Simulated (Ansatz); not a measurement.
HKO (SMILES [OH][K]) moved off its minimum; all values from Ansatz (a quantum-chemistry and plane-wave program), cores frozen in correlated methods.
(charge 0, multiplicity 1)
```xyz
3

K      0.01241     0.01940    -0.82780
O     -0.01484     0.01630     1.51441
H     -0.05397     0.00944     2.50394
```

Problem. Give the forces (eV/Å), the total energy and the dipole at CCSD(T)/def2-TZVPPD.

Solution. 
| atom | Fx | Fy | Fz |
|---|---|---|---|
| K1 | -0.001 | 0.000 | 0.342 |
| O2 | -0.072 | -0.013 | 1.289 |
| H3 | 0.072 | 0.013 | -1.631 |
Energy -674.9240 hartree, dipole 8.38 D.
